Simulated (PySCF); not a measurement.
## Frontier levels across methods

Compound: (SiH3)2PPF2, F2H6P2Si2.
Z-matrix (Å and degrees, PBE0-D3(BJ)/def2-SVP geometry), rows numbered from 1:
```
F 
P   1  1.6109
F   2  1.6209  1   97.72
P   2  2.2399  1   98.04  3    98.79
Si  4  2.2685  2   96.01  1  -143.16
Si  4  2.2709  2   95.27  1   120.83
H   5  1.4943  4  112.13  2   -31.10
H   5  1.4942  4  105.87  2  -149.76
H   5  1.4885  4  109.51  2    91.60
H   6  1.4913  4  107.18  2   179.53
H   6  1.4962  4  112.79  2    59.07
H   6  1.4930  4  108.31  2   -61.79
```

Basis pcSseg-1 throughout (PySCF), one geometry. The structure is a single PBE0-D3(BJ)/def2-SVP conformer in the gas phase; no vibrational or solvent corrections.

Question: How do the orbital energies, the gap and the dipole change with the method?

Answer: 
| method | kind | HOMO (eV) | LUMO (eV) | gap (eV) | μ (D) | SCF cycles |
| --- | --- | --- | --- | --- | --- | --- |
| B97-D | GGA | -6.21 | -1.80 | 4.41 | 1.99 | 15 |
| KT2 | GGA | -6.29 | -2.04 | 4.25 | 2.00 | 16 |
| KT3 | GGA | -6.30 | -1.93 | 4.37 | 1.97 | 16 |
| B3LYP | global hybrid | -7.11 | -1.20 | 5.91 | 2.16 | 12 |
| PBE0 | global hybrid | -7.35 | -1.05 | 6.29 | 2.23 | 13 |
| mPW1PW91 | global hybrid | -7.38 | -1.06 | 6.32 | 2.26 | 13 |

The HOMO spans 1.17 eV, from B97-D down to mPW1PW91, and the gap runs from 4.25 eV (KT2) to 6.32 eV (mPW1PW91). Over the methods B97-D (0 %), KT2 (0 %), KT3 (0 %), B3LYP (20 %), PBE0 (25 %), mPW1PW91 (25 %), a straight line through the gap against the share of exact exchange rises by 0.79 eV for each 10 % (correlation coefficient 0.999). The dipole ranges from 1.97 D (KT3) to 2.26 D (mPW1PW91). This basis has no diffuse functions.
